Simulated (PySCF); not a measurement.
**Ionisation energy of I by level of theory**

I [Kr] 4d10 5s2 5p5 [5p1/2^2 5p3/2^3, M_J = 3/2] → I⁺ [Kr] 4d10 5s2 5p4 [5p1/2^2 5p3/2^2, M_J = 2], as a difference of total energies. All numbers are calculated (PySCF 2.14, the two-component X2C-1e Hamiltonian, in x2c-TZVPPall-2c with one added diffuse shell each of s, p, d, f type (9s10p6d3f, 90 functions)). Correlated levels: [Kr] frozen; the 12 highest virtual spinors dropped. "Screened" scales the spin-orbit matrix elements by Boettger's factors to mimic the two-electron term; Breit and QED terms are absent.

```
                        method  ionisation energy (eV)  error (eV)
     GHF (screened spin-orbit)                   9.423      -1.028
    GMP2 (screened spin-orbit)                  10.242      -0.209
   GCCSD (screened spin-orbit)                  10.197      -0.254
GCCSD(T) (screened spin-orbit)                  10.242      -0.209
```

Reference: 10.451 eV (measured; NIST Atomic Spectra Database, ionization energies).

Errors of the correlated levels include the incompleteness of this basis and the frozen core.

The labels give the starting determinants; with spin-orbit coupling the two ends relaxed to ⟨J²⟩ = 3.76, ⟨L²⟩ = 2.04, ⟨S²⟩ = 0.78 and ⟨J²⟩ = 6.03, ⟨L²⟩ = 2.37, ⟨S²⟩ = 1.86.
